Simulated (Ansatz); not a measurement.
SnH3(nBu) (C4H12Sn). Total charge 0; singlet. Geometry B3LYP-D4/def2-SVP, basis def2-TZVP, Ansatz.

```xyz
17

C    -0.319   -0.291    0.853
C     0.480    0.574   -0.128
C     1.236   -0.224   -1.202
C     0.336   -0.993   -2.170
Sn   -1.320    0.855    2.412
H    -2.187   -0.189    3.474
H    -0.158    1.741    3.325
H    -2.426    1.970    1.703
H     0.338   -1.019    1.359
H    -1.100   -0.872    0.338
H    -0.194    1.294   -0.627
H     1.211    1.186    0.430
H     1.870    0.475   -1.776
H     1.932   -0.925   -0.706
H     0.929   -1.504   -2.945
H    -0.261   -1.762   -1.655
H    -0.368   -0.315   -2.683
```

| run | HOMO (eV) | LUMO (eV) |
| --- | --- | --- |
| A | -6.48 | -0.44 |
| B | -10.34 | 2.14 |
| C | -6.60 | -0.48 |
| D | -6.82 | -0.04 |
| E | -7.73 | 0.27 |
| F | -8.78 | 0.91 |

In the def2 sets Sn takes a core potential; there is no spin–orbit coupling. LC-ωPBE has ω = 0.4 bohr⁻¹. Another isomer (singlet) lies 0.81 eV lower at PBE0-D4/def2-TZVP; other spin states weren't run for this one.

Problem. The runs used BHLYP, BLYP, LC-ωPBE, PBE, PBE0, r2SCAN. Estimate which is which.

Solution. A BLYP (0 % exact exchange); B LC-ωPBE (range-separated); C PBE (0 % exact exchange); D r2SCAN (0 % exact exchange); E PBE0 (25 % exact exchange); F BHLYP (50 % exact exchange). Exact exchange lowers occupied and raises empty levels; among semilocal functionals meta-GGAs tend to open the gap a little, and such runs are hard to tell apart. The gap grows from 6.04 eV (BLYP) to 12.48 eV (LC-ωPBE).
